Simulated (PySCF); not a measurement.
Gas-phase reaction: 3 Ga(CH₃)₂NH₂ + H₂ ⇌ 3 GaH₃.NH₃ + 2 C₃H₄ (cyclic)

Energies from PySCF, thermal terms from the rigid-rotor harmonic-oscillator model, ideal gas at 1 bar. † marks an energy on the PBE0/def2-TZVP geometry and frequencies; other levels use their own. MP2 and CCSD(T) freeze the core. 6-31G* has spherical d functions here. All species are closed-shell singlets. B3LYP is the form with VWN-RPA correlation. Ga: all electrons, no relativistic terms. Adducts (GaH₃.NH₃) have no counterpoise correction, and HF, PBE, BLYP, B3LYP and PBE0 lack dispersion. Methyl groups turn as free rotors in Ga(CH₃)₂NH₂. Ga(CH₃)₂NH₂, GaH₃.NH₃: computed as isolated molecules; such fragments, hydroxides, amides, oligomers or adducts are transient or little studied in the gas. MP2 isn't extrapolated to the basis-set limit; its ΔH°(298 K) is 690.1 kJ in def2-SVP and 797.1 kJ in def2-TZVPP. CCSD(T) isn't extrapolated to the basis-set limit. The harmonic model lacks anharmonicity and excited electronic states, which grow with temperature; levels with a mode under 35 cm⁻¹ are left out. Soft modes under 120 cm⁻¹ make the harmonic entropy rough for GaH₃.NH₃.

```tsv
level	ΔE electronic, kJ	ΔH°(298 K), kJ	ΔS°(298 K), J/K	ΔG°(1000 K), kJ
B3LYP/6-31G*	731	692	133	563
CCSD(T)/def2-SVP†	686	653	138	520
HF/6-31G*	700	665	150	521
MP2/def2-SVP†	723	690	138	557
MP2/def2-TZVPP†	830	797	138	664
ωB97M-V/def2-TZVP†	768	735	138	602
```
ΔH° is lowest at CCSD(T)/def2-SVP† and highest at MP2/def2-TZVPP†. No reference value is set beside these.
